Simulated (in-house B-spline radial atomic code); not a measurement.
Values are calculated unless marked as measured or tabulated.
## Two electrons in Si: a parabolic dot with ħω = 17.4 meV in all three directions with an ionised donor at its centre

For Si the NSM archive of the Ioffe Institute lists m_l = 0.98 m0, m_t = 0.19 m0 and ε = 11.7; the model takes one isotropic valley with the conductivity mass 3/(1/m_l + 2/m_t) = 0.26 m0, and so misses anisotropy and the other valleys. All triplets below are those of one valley; with several valleys two electrons can form a triplet in the 1s orbital itself, at an energy set by the valley splitting. Real donors also feel a central-cell potential, which shifts the ground state.

Effective-mass model with parabolic bands, a uniform dielectric constant, no image charges, no central-cell or spin-orbit terms. Two-electron levels come from full CI in B-splines with partial waves to l = 5 (up to 0.001 effective hartree above the limit).

(1) What are the effective units, and what is the potential in them?

In these units the lowest s and p orbitals lie at -0.372050 and 0.362738, and their Coulomb and exchange integrals are J_ss = 0.755224, J_sp = 0.486482 and K_sp = 0.06975. Full CI gives -0.092405 for the ground singlet, 0.383576 for the sp triplet, 0.476557 for the sp singlet and 0.564649 for the lowest triplet of two s orbitals.

(2) What does it cost to add the second electron, to first order and exactly?

(3) How far above the singlet do the triplets lie?

Results:

(1) Ha* = 27211.386 meV × 0.26/11.7² = 51.68 meV and a* = 0.0529177 nm × 11.7/0.26 = 2.381 nm. The frequency is ω = 0.336 Ha*, with −1/r added.

(2) To first order E = 2ε_s + J_ss = 0.011124, so the charging energy E(2) − 2E(1) is J_ss = 39.03 meV. CI gives -0.092405 − 2 × (-0.372050) = 0.651696, or 33.68 meV: relaxation and correlation lower it by 5.351 meV, 13.7 % of J_ss. The s² configuration of one-electron orbitals holds 92.3 % of the state, and the mean radius is 3.48 nm.

(3) To first order the sp triplet lies at ε_s + ε_p + J_sp − K_sp = 0.407421, which is 20.48 meV above 2ε_s + J_ss. CI gives 0.383576 − (-0.092405) = 0.475980, or 24.6 meV, 65 % of the orbital spacing of 37.98 meV. The ss triplet lies 33.96 meV up, so the lower of the two is the sp one, and its gap equals k_BT at 285 K. The sp singlet-triplet splitting is 4.806 meV, against 2K_sp = 7.21 meV.
